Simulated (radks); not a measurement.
Task: The table gives one normalised radial function P(r) = r R(r) of Rb33+ in [He] 2s2 (r in bohr). Calculated with a radial shooting solver on a logarithmic mesh with Libxc functionals: non-relativistic Kohn-Sham, LB94 model potential, spin-polarised, spherical densities, point nucleus; relativity is left out, which matters for an element this heavy.

r             P
0.001499  0.6316
0.00165   0.6914
0.001816  0.7564
0.001999  0.8270
0.0022    0.9036
0.002422  0.9865
0.002666  1.0762
0.002935  1.1729
0.00323   1.2770
0.003556  1.3889
0.003914  1.5087
0.004309  1.6367
0.004743  1.7729
0.005221  1.9174
0.005747  2.0700
0.006326  2.2303
0.006963  2.3979
0.007665  2.5721
0.008437  2.7517
0.009287  2.9354
0.01022   3.1215
0.01125   3.3079
0.01239   3.4921
0.01363   3.6712
0.01501   3.8417
0.01652   3.9997
0.01819   4.1411
0.02002   4.2613
0.02204   4.3555
0.02426   4.4188
0.0267    4.4466
0.02916   4.4373
0.03209   4.3856
0.03533   4.2881
0.03889   4.1434
0.0428    3.9516
0.04712   3.7151
0.05186   3.4379
0.05709   3.1265
0.06284   2.7893
0.06917   2.4365
0.07614   2.0795
0.08382   1.7301
0.09226   1.3996
0.1016    1.0980
0.1118    0.8328
0.1231    0.6087
0.1355    0.4271
0.1491    0.2866
0.1641    0.1830
0.1807    0.1107
0.1989    0.0631
0.2189    0.0337
0.241     0.0167
0.2652    0.0077
0.292     0.0032
0.3214    0.0012
0.3538    0.0004
0.3894    0.0001
0.4286    0.0000
0.4718    0.0000
0.5194    0.0000
0.5717    0.0000

Which n and l does it have? It may be an empty orbital.

Result: n = 1, l = 0: the number of nodes gives n - l - 1 = 0, the rise at small r (about r^(l+1)) gives l, and the extent must fit the shell. The curve is that of 1s. 1s: eigenvalue -17516.9 eV, 0 radial nodes, <r> = 0.0410 bohr, 90 % of the charge inside 0.0728 bohr.
